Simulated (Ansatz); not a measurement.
Reaction (ligand exchange at a V–O bond): `C[O][V](=[O])([OH])[OH]` + HCl → `[O]=[V]([OH])([OH])[Cl]` + CH₃OH

Gas-phase electronic energies from Ansatz, PBE0-D4/def2-TZVP geometries. CCSD(T)/CBS is the MP2 limit (def2-TZVPP, def2-QZVPP) plus CCSD(T) − MP2 in def2-TZVPP, frozen cores. This one scheme is used for every species. Functionals use def2-TZVPP. HSE06 is defined as in plane-wave codes. For V outer-core shells are correlated without core-valence functions, which leaves a few kJ/mol of doubt a bond. Scalar relativity is left out up to krypton. Each species was taken in one conformer, which may not be the lowest.

```json
{"level": "LDA (SPW92)", "ΔE (kJ/mol)": "-13.8", "difference from CCSD(T)/CBS": "3.4"}
{"level": "B97M-V", "ΔE (kJ/mol)": "-20.3", "difference from CCSD(T)/CBS": "-3.1"}
{"level": "HSE06-D4", "ΔE (kJ/mol)": "-23.4", "difference from CCSD(T)/CBS": "-6.2"}
{"level": "PBE-QIDH", "ΔE (kJ/mol)": "-29.8", "difference from CCSD(T)/CBS": "-12.6"}
{"level": "PBE0", "ΔE (kJ/mol)": "-24.4", "difference from CCSD(T)/CBS": "-7.2"}
{"level": "r2SCAN0", "ΔE (kJ/mol)": "-23.2", "difference from CCSD(T)/CBS": "-6.0"}
{"level": "BHLYP", "ΔE (kJ/mol)": "-21.5", "difference from CCSD(T)/CBS": "-4.3"}
{"level": "LC-ωPBE", "ΔE (kJ/mol)": "-18.7", "difference from CCSD(T)/CBS": "-1.5"}
{"level": "CCSD(T)/def2-SVP", "ΔE (kJ/mol)": "-3.8", "difference from CCSD(T)/CBS": "13.4"}
{"level": "HF/def2-QZVPP", "ΔE (kJ/mol)": "-23.0", "difference from CCSD(T)/CBS": "-5.8"}
{"level": "CCSD(T)/CBS", "ΔE (kJ/mol)": "-17.2", "difference from CCSD(T)/CBS": "0"}
```

What do rigid-rotor, harmonic-oscillator terms from PBE0-D4/def2-TZVP frequencies (298.15 K, 1 bar) make of the CCSD(T)/CBS value? (Best estimate.)

Computed: ΔZPE = +11.4 kJ/mol, ΔH = -8.6 kJ/mol, ΔS = 11 J/(mol·K), ΔG = -11.8 kJ/mol.

Largest T1 diagnostic among the species: 0.032, so the coupled-cluster value is less sure than usual.

From r2SCAN to r2SCAN0 (25 % exact exchange), in def2-TZVPP and without D4, ΔE moves by −3.8 kJ/mol. Leaving LDA and LC-ωPBE aside and taking each functional with its dispersion term where it has one, the values, not all of them listed here, spread over 15.8 kJ/mol, from PBE-QIDH to BLYP-D4. LDA lies +6.4 kJ/mol from PBE without D4. At CCSD(T), def2-SVP lies +13.4 kJ/mol from the extrapolated value and def2-TZVPP +0.1 kJ/mol.
